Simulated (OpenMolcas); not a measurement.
An atom or ion with 71 electrons was computed by SS-CASPT2, IPEA 0.25 Eh, imaginary shift 0.1 Eh with spin-orbit coupling (OpenMolcas, ANO-RCC-VQZP, DKH2). The lowest levels that the run gave, each within 12 % of the measured value where one is at hand:

```
   J  Parity  E (cm-1)      g
 3/2    even       0.0  0.484
 5/2    even      6270  1.037
 7/2    even     11290  1.192
 9/2    even     14530  1.217
 3/2    even     15110  1.393
 1/2    even     17530  2.109
 7/2    even     22920  0.946
 9/2    even     23910  1.069
 5/2    even     25120  1.554
 3/2    even     28260  1.181
 1/2    even     30050  1.228
11/2    even     32020  1.091
```

Task: Which ion is it, and what are the configurations and terms?

Result: Os VI (Z = 76, charge +5; active space 3 electrons in 5 orbitals (5d)). J, parity and g give the terms where levels are pure, and mixed ones are named by the computed weights; the size of the splittings, set against known spectra of the 71-electron sequence, gives the charge. In order, with the measured energies in cm-1 (the list in Brasseur, Palmeri and Quinet, Atoms 13, 11 (2025)): 5d3 4F 3/2, 5d3 4F 5/2 (6397), 5d3 4F 7/2 (11444), 5d3 4F 9/2 [57 %] (14678), 5d3 4P 3/2 [48 %], 5d3 4P 1/2 [72 %] (16772), 5d3 2G 7/2 (22920), 5d3 2H 9/2 [57 %] (24028), 5d3 4P 5/2 (24828), 5d3 2D 3/2(1) [46 %], 5d3 2P 1/2 [72 %] (28860), 5d3 2H 11/2 (32156).

CASPT2 does not keep the components of a term degenerate, so their means are used; among the terms shown or strongly mixed into the levels shown the widest spread is 780 cm-1 (5d3 2H). The CASPT2 spread within a term exceeds the gap to the next term for 5d3 2P and 5d3 2H, so the order of their levels is uncertain. Measured partners are found by configuration, term and J. A level has none where our copy of the source lacks it or the pairing is in doubt (some pairs that miss far off the trend of their configuration count as doubtful), and it then counts in no deviation. Levels of configurations outside the active space are missing.

A share in square brackets marks a mixed level and gives the weight of the term that names it. A number in round brackets counts repeated terms of one configuration in the order of the reference energies.
